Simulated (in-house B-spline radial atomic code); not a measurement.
## Fe III (Fe2+): [Ar] 3d5 5f1 (an excited or competing configuration)

Level of theory: Dirac-Hartree-Fock, average of configuration, Fermi nucleus of rms radius 3.7377 fm; calculated with a B-spline radial code for spherical atoms.

Screening seen three ways: the hydrogenic charge with the same mean radius, Z_r = [3n² - l(l+1)]/(2<r>), the one with the same energy, Z_e = n√(-2ε), and Slater's rules. Values are occupation-weighted means over j.

| shell | electrons | ε (eV) | <r> (bohr) | Z_r | Z_e | Slater |
| --- | --- | --- | --- | --- | --- | --- |
| 1s | 2 | -7214.1 | 0.05842 | 25.68 | 23.03 | 25.70 |
| 2s | 2 | -918.91 | 0.2652 | 22.63 | 16.44 | 21.85 |
| 2p | 6 | -784.58 | 0.2348 | 21.29 | 15.19 | 21.85 |
| 3s | 2 | -150 | 0.8039 | 16.79 | 9.96 | 14.75 |
| 3p | 6 | -109.05 | 0.8466 | 14.77 | 8.49 | 14.75 |
| 3d | 5 | -50.122 | 0.9781 | 10.73 | 5.76 | 6.60 |
| 5f | 1 | -4.9253 | 10.4 | 3.03 | 3.01 | 3.00 |

The least bound orbital is 5f5/2 at -4.925 eV, and it is also the most diffuse (<r> = 10.4 bohr).

Spin-orbit splittings of the orbital energies (j = l + 1/2 above j = l - 1/2 when positive): 2p 12.68 eV, 3p 1.681 eV, 3d 0.1743 eV, 5f -0.0001213 eV.

For the 1s electron the small component carries 0.875 % of the norm, the zero-frequency Breit interaction raises the level by 8.36 eV, self-energy by 4.122 eV, and vacuum polarisation lowers it by 0.3513 eV.
